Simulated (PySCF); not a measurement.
**Radial density of Be²⁺ (beryllium, charge +2)**

UHF, 1s2, closed-shell 1S. All numbers are calculated (PySCF 2.14, the non-relativistic Hamiltonian (point nucleus), in 6-31G* (3s2p1d, 14 functions)).

```csv
r (bohr),4πr²ρ (e/bohr)
0.00757,0.02277
0.0127,0.06280
0.0214,0.1670
0.0360,0.4184
0.0606,0.9778
0.102,1.997
0.171,3.312
0.288,3.865
0.485,2.580
0.816,0.6966
1.37,0.04226
2.31,0.0001692
```
